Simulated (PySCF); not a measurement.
Species: C4H9OSi (doublet state).
Geometry (GFN2-xTB, Å), atoms numbered from 1 in this order:
```
atom  x, y, z in Å
C1     2.8396    0.4621   -0.1446
C2     1.4468    0.3444    0.3750
C3     0.4863   -0.3644   -0.1971
C4    -0.9087   -0.4670    0.3194
O5    -1.8092    0.0036   -0.6700
Si6   -3.4185    0.1005   -0.6031
H7     2.9580   -0.0893   -1.0737
H8     3.5492    0.0769    0.5877
H9     3.0854    1.5089   -0.3209
H10    1.2458    0.8767    1.2966
H11    0.6661   -0.8930   -1.1231
H12   -1.1556   -1.5129    0.5465
H13   -1.0294    0.1231    1.2350
H14   -3.8957    1.0398    0.4045
H15   -4.0644   -1.2015   -0.4815
```

The hyperfine couplings belong to this conformer and change with its torsions.

Identity: `[SiH2]OC/C=C/C` [radical].

Computed with PySCF, UKS B3LYP, pcH-1 on C H O Si, non-relativistic, mean-field spin-orbit, GIAO. The structure is a single GFN2-xTB conformer in the gas phase; no vibrational or solvent corrections. A GFN2-xTB geometry isn't a minimum of the functional, and hyperfine couplings can be far from their values at a DFT geometry, by a factor of two or more for some ions and for spin on atoms past the first row. The SCF solution wasn't tested for stability.

**Question.** Where do the isotropic ENDOR lines of H14/H15 and H12/H13 fall at 340.9 mT, to first order?

**Answer.** ν± = |νn ± a/2|, one line for each electron-spin manifold; νn = |g_N| × 7.62259 MHz/T × B.

```
 nuclei  isotope     g_N  νn (MHz)  a_iso (MHz)  lower line (MHz)  upper line (MHz)
H14/H15       1H  5.5857     14.51        68.71             19.84             48.87
H12/H13       1H  5.5857     14.51        -2.13             13.45             15.58
```

**Question.** Which pairs are centred on the nuclear Larmor frequency, and which on half the coupling?

**Answer.** Centred on νn, since |a| < 2νn: H12/H13. Centred on |a|/2 and split by 2νn: H14/H15.

**Question.** At what field would the lower line of H14/H15 fall to zero frequency?

**Answer.** Where νn = |a|/2, that is B = 34.36 MHz/(5.5857 × 7.62259 MHz/T) = 807 mT, as far as first order holds there.

Nuclei that the bonding pattern makes equivalent are averaged, as if the motion that swaps them (rotation, inversion, ring flip) were fast.

The largest Mulliken spin population is on Si6 (+0.94). The angles at Si6 add up to 338.1°, so it is pyramidal.

On an AMD EPYC 7B13 with one thread, shared host, this took 42 s of wall time (grids of density and orbitals included) and 0.86 GiB of memory at its peak.
